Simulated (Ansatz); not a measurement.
`[SiH3][GeH]([SiH3])[Cl]` + `CCSSC` → `C[CH2][GeH]([SiH3])[Cl]` + `CSS[SiH3]`  (formal exchange of groups at a Ge–Si bond)

Computed with Ansatz on PBE0-D4/def2-TZVP structures; ΔE is electronic, products minus reactants. CCSD(T)/CBS is the MP2 limit (def2-TZVPP, def2-QZVPP) plus CCSD(T) − MP2 in def2-TZVPP, frozen cores. Functionals use def2-TZVPP. HSE06 is defined as in plane-wave codes. For Ge outer-core shells are correlated without core-valence functions, which leaves a few kJ/mol of doubt a bond. Scalar relativity is left out up to krypton. One conformer a species, not always the lowest.

CCSD(T)/CBS gives -61.2 kJ/mol.

**Question.** Another level gave -45.3 kJ/mol. Which?
A. revPBE/def2-TZVPP
B. HSE06-D4/def2-TZVPP
C. BHLYP-D4/def2-TZVPP
D. MP2/def2-TZVPP

**Answer.** A. revPBE -45.3, HSE06-D4 -52.2, BHLYP-D4 -59.2, MP2/def2-TZVPP -67.9 kJ/mol.

Largest T1 diagnostic among the species: 0.012.

Leaving LDA and LC-ωPBE aside and taking each functional with its dispersion term where it has one, the values, not all of them listed here, spread over 12.4 kJ/mol, from ωB97M-V to PBE-D4. At CCSD(T), def2-SVP lies +3.8 kJ/mol from the extrapolated value and def2-TZVPP −0.8 kJ/mol.

CCSD(T)/CBS has its own doubt, a few kJ/mol and more with outer-core shells, so smaller differences from it don't rank the levels.
